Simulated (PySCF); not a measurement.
Predicted microwave data (wB97X-D/def2-SVPD in PySCF (dipole) on a GFN2-xTB geometry, gas phase) for one isomer of C4H4N2O2S:

| Quantity | Value |
| --- | --- |
| Rotational constants | A = 4433, B = 816.9, C = 692.8 MHz |
| Dipole components | \|μa\| = 0.22 D, \|μb\| = 1.48 D, \|μc\| = 0.00 D |
| Inertial defect | -3.18 u·Å² |
| κ | -0.93 |

Problem. Which structure is it? (One computed conformer of each.)
A. `[CH3:1][O:2][C:3](=[O:4])[c:5]1[cH:6][s:7][n:8][n:9]1` with C1–O2–C3–O4 0°, O2–C3–C5–C6 180°
B. `[CH3:1][O:2][c:3]1[n:4][n:5][s:6][c:7]1[CH:8]=[O:9]` with C1–O2–C3–N4 0°, S6–C7–C8–O9 0°

Solution. A. It is COC(=O)c1csnn1, a near-prolate asymmetric top, point group Cs. The candidates at the same level (rigid rotor, commonest isotopes):

| SMILES | A (MHz) | B (MHz) | C (MHz) | μa (D) | μb (D) | μc (D) | Δ (u·Å²) | point group | rotor |
| --- | --- | --- | --- | --- | --- | --- | --- | --- | --- |
| COC(=O)c1csnn1 | 4433 | 816.9 | 692.8 | 0.22 | 1.48 | 0.00 | -3.18 | Cs | near-prolate asymmetric top |
| COc1nnsc1C=O | 2141 | 1263 | 798.2 | 3.09 | 0.92 | 0.00 | -3.18 | Cs | asymmetric top |

`COc1nnsc1C=O` has B 55 % too high. In the right answer the mirror of this Cs structure is the ab plane, so μc vanishes by symmetry. No structure here is proved a minimum.
